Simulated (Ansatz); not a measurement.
Harmonic frequencies (cm⁻¹) at PBE0-D4/def2-TZVP from Ansatz: 35, 50, 101, 124, 255, 462, 722, 727, 951, 960, 993, 1001, 2178, 2186, 2218.

Each molecule was computed in one conformer, which needn't be the lowest.

(1) Which molecule is it?
A. `[CH3][Cd][NH2]`
B. `C[S][Cd][F]`
C. `[SiH3][O][Cd][Br]`
D. `C[O][Cd][Cl]`

Answers

(1) C.
